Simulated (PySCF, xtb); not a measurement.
Cl2H2SSi, SMILES S[SiH](Cl)Cl.

GFN2-xTB (xtb) at its own geometry gives an orbital gap of 4.96 eV and a dipole moment of 2.08 D.

The structure is a stationary point at r2SCAN-D4/def2-SVP. One conformer was computed; it need not be the lowest.

**Question.** What does ωB97X/def2-TZVPD in PySCF give? (The exact figures need the calculation; the answer reports its results.)

**Answer.** gap 11.76 eV (levels -10.52 and 1.23 eV), dipole 1.56 D.
